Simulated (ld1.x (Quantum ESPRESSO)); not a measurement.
## Scattering properties, TM potential for copper

```json
{
  "Element": "Cu",
  "Generator": "ld1.x (Quantum ESPRESSO) 7.5",
  "Type": "norm-conserving Troullier–Martins (Kleinman–Bylander form)",
  "Functional": "LDA (PZ)",
  "Relativity": "scalar-relativistic",
  "Frozen core": "[Ne] 3s2",
  "Valence charge": "17",
  "Reference configuration": "3p6 3d10 4s1 4p0",
  "Partial waves": "4s (bound): rc 1.75 bohr; 3p (bound): rc 0.70 bohr; 3d (bound): rc 1.20 bohr",
  "Local potential": "the d channel",
  "Core correction": "a·sin(br)/r model core inside 0.70 bohr"
}
```

The phase is arctan(r·u′/u) with u = r·R(r), unwrapped; energies in Ry, scanned from -7 to 5 Ry. A pole is an energy at which the radial function vanishes at the test radius. The pseudo phase is shifted by a multiple of π to meet the all-electron one at the reference energy, and phase errors are pseudo minus all-electron; the curves can meet again beyond the range given. Levels narrower than the energy grid can be missing from the lists of poles.

**Question.** For each channel, where are the poles, and over which energies does the pseudopotential scatter like the atom?

**Answer.**

```tsv
channel	radius (bohr)	reference energy (Ry)	poles, all-electron	poles, pseudo	unbroken range about the reference energy with phases within 0.05 rad	phase error 1 Ry above the reference energy (rad)
s	1.90	-0.36	4.95	3.01	below 1.0	-0.035
p	1.90	-5.29	-5.20	-5.20	below 0.5	+0.001
d	1.90	-0.39	0.01	0.01	below 2.5	+0.005
```

Note: ghost state, extra bound levels that the all-electron valence spectrum of the same l lacks: s at -332.6 eV. A true bound ghost makes a file unfit for plane-wave use.

Phases in the p channel:

```csv
E (Ry),all-electron,pseudo
-7.00,1.346,1.346
-6.48,1.326,1.326
-5.96,1.285,1.285
-5.44,0.793,0.793
-4.92,-1.720,-1.720
-4.40,-1.781,-1.780
-3.88,-1.811,-1.810
-3.36,-1.837,-1.836
-2.84,-1.864,-1.862
-2.32,-1.895,-1.893
-1.80,-1.934,-1.930
-1.28,-1.984,-1.978
-0.76,-2.054,-2.044
-0.24,-2.159,-2.140
0.28,-2.327,-2.293
0.80,-2.624,-2.553
1.32,-3.127,-3.001
1.84,-3.702,-3.571
2.36,-4.088,-4.000
2.88,-4.305,-4.248
3.40,-4.434,-4.394
3.92,-4.519,-4.487
4.44,-4.579,-4.553
4.96,-4.623,-4.601
```
